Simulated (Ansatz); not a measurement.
Ansatz (an electronic-structure program) input:

Ansatz 0.2 input:
```yaml
crystal:
  periodic: [false, false, false]
  atoms:
    - {symbol: Ta, position_ang: [0.01877785, -0.03174698, -0.09650922]}
    - {symbol: O, position_ang: [-1.40465735, -1.07952295, 0.11257024]}
    - {symbol: O, position_ang: [-0.42963557, 1.61973301, -0.58564700]}
    - {symbol: F, position_ang: [1.47817337, -0.22268347, 1.20330967]}
basis:
  gaussian:
    orbitals: def2-SVPD
total_charge: -1
magnetization: {spin_polarized: true, initial_magnetization: 1}
correlation: {method: ccsd_t, electrons: outside_noble_gas}
output: {forces: true}
```

Q: Which total energy does the run end on?

A: -306.32545 Eh (CCSD(T)/def2-SVPD). The basis has 104 functions.

The spin state was set by rule; other spins were not relaxed.
